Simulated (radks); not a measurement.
The nuclear charge of the barium ion Ba+ is varied continuously with 55 electrons held in [Xe] 6s1. All-electron calculation, Dirac Kohn-Sham, PBE, spin-unpolarised, spherical densities, point nucleus. Program: a radial shooting solver on a logarithmic mesh with Libxc functionals. By the Hellmann-Feynman theorem dE/dZ = E(electron-nucleus)/Z, the electronic potential at the nucleus.

Z,E (hartree),E(electron-nucleus)/Z (hartree),HOMO,e(HOMO) (eV),<r> HOMO (bohr)
55.5,-7963.5979,-348.853,6s1/2,-4.606,4.849
55.75,-8051.0874,-351.063,6s1/2,-6.043,4.565
56,-8139.1297,-353.275,6s1/2,-7.582,4.332
56.25,-8227.7250,-355.488,6s1/2,-9.216,4.134
56.5,-8316.8740,-357.704,6s1/2,-10.938,3.963
56.75,-8406.5771,-359.921,6s1/2,-12.746,3.813
57,-8496.8349,-362.142,6s1/2,-14.634,3.680

The central difference of E at Z = 56 is -353.275 hartree, to compare with the third column; the second derivative is -8.85 hartree.
